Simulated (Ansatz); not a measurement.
Reaction (cleavage of the B–Si bond): `B[SiH2][GeH3]` + `BO` → `BOB` + `[SiH3][GeH3]`

Gas-phase electronic energies from Ansatz, PBE0-D4/def2-TZVP geometries. CCSD(T)/CBS is the MP2 limit (def2-TZVPP, def2-QZVPP) plus CCSD(T) − MP2 in def2-TZVPP, frozen cores. This one scheme is used for every species. For Ge outer-core shells are correlated without core-valence functions, which leaves a few kJ/mol of doubt a bond. Scalar relativity is left out up to krypton.

```json
{"species": "`B[SiH2][GeH3]`", "CCSD(T)/CBS(def2) energy (Eh)": "-2394.14795"}
{"species": "`BO`", "CCSD(T)/CBS(def2) energy (Eh)": "-101.80414"}
{"species": "`BOB`", "CCSD(T)/CBS(def2) energy (Eh)": "-127.21702"}
{"species": "`[SiH3][GeH3]`", "CCSD(T)/CBS(def2) energy (Eh)": "-2368.78170"}
```

Q: Work out ΔE.

A: ΔE = (-127.21702) + (-2368.78170) − (-2394.14795) − (-101.80414) = -0.04663 Eh = -122.4 kJ/mol.

Q: What do rigid-rotor, harmonic-oscillator terms from PBE0-D4/def2-TZVP frequencies (298.15 K, 1 bar) make of the CCSD(T)/CBS value? (Estimate.)

A: Ansatz gave: ΔZPE = -3.8 kJ/mol, ΔH = -127.2 kJ/mol, ΔS = -20 J/(mol·K), ΔG = -121.2 kJ/mol.

Largest T1 diagnostic among the species: 0.014.

Leaving LDA and LC-ωPBE aside and taking each functional with its dispersion term where it has one, the values, not all of them listed here, spread over 29.1 kJ/mol, from BHLYP-D4 to revPBE-D4. LDA lies −4.7 kJ/mol from PBE without D4. From r2SCAN to r2SCAN0 (25 % exact exchange), in def2-TZVPP and without D4, ΔE moves by −5.1 kJ/mol.
